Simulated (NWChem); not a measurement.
System: BH₃S; SMILES BS

Input file for NWChem:

```
start job
memory heap 200 mb stack 900 mb global 1100 mb
geometry units angstroms noautoz
  B      0.007809    -1.204002     0.000000
  H      1.069752    -1.772711     0.000000
  H     -1.044094    -1.789648     0.000000
  S      0.083559     0.563364     0.000000
  H     -1.240694     0.836780     0.000000
end
basis spherical
  * library def2-svp
end
dft
  xc xcamb88 1.00 lyp 0.81 vwn_5 0.19 hfexch 1.00
  cam 0.33 cam_alpha 0.19 cam_beta 0.46
  iterations 150
end
tddft
  cis
  nroots 8
  notriplet
end
task tddft energy
```

Structure relaxed at the PBE0/def2-SVP level.

Vertical excitations in the gas phase.

Problem. Give the results of this calculation. (CAM-B3LYP/def2-SVP, TDA.) Quantities: lowest excitation, singlet (eV); oscillator strength of that lowest state; lowest state with f > 0.02, singlet (eV); oscillator strength of that bright state; orbital gap (eV).

Solution. 
```
Item                                      Result
----------------------------------------  ------
lowest excitation, singlet (eV)             6.33
oscillator strength of that lowest state   0.001
lowest state with f > 0.02, singlet (eV)    6.88
oscillator strength of that bright state   0.209
orbital gap (eV)                            9.70
```
